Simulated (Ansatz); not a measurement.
Two shapes of singlet ScF₃.

Shape 1:

```xyz
4

Sc   -0.0411    0.0284    0.0023
F     1.7847    0.0285   -0.0169
F    -0.9022    1.6266   -0.0077
F    -0.9060   -1.5912   -0.0480
```

Shape 2:

```xyz
4

Sc    0.0000    0.0000    0.0000
F     1.9679    0.0000    0.0000
F    -0.9839    1.7043    0.0000
F    -0.9839   -1.7043    0.0000
```

Basis set: def2-TZVP (spherical functions). Frozen core: 8 orbitals. Charge 0, multiplicity 1.

Computed with Ansatz (development build ahead of 0.2.0); each method stands on the lowest determinant of its kind that the runs found.

Task: Which shape is lower in energy, and by how much in each method?

Result:

```tsv
method	E(2) − E(1) (eV)
RHF	0.460
RHF-MP2	0.447
```

Shape 1 is lower.
